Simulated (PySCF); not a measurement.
Ionisation energy of Mn²⁺ by level of theory

Mn²⁺ [Ar] 3d5 (6S) → Mn³⁺ [Ar] 3d4 (5D), as a difference of total energies. All numbers are calculated (PySCF 2.14, no relativity, point nucleus, in aug-cc-pVTZ). Correlated levels: valence: [Ar] frozen. The calculations carry no spin-orbit coupling.

| method | ionisation energy (eV) |
| --- | --- |
| UHF | 32.588 |
| MP2 (valence) | 33.422 |
| SCS-MP2 (valence) | 32.866 |
| CCSD (valence) | 33.445 |
| CCSD(T) (valence) | 33.460 |

Task: How much does correlation contribute at CCSD(T) (valence)?

Result: 33.460 − (32.588) = 0.872 eV, measured against UHF.

These non-relativistic numbers lack the scalar-relativistic shift.

The reference lies between the lowest fine-structure levels, while these numbers refer to the centres of the terms.

Errors of the correlated levels include the incompleteness of this basis and the frozen core.

For comparison: 33.668 ± 0.012 eV (measured; NIST Atomic Spectra Database, ionization energies).
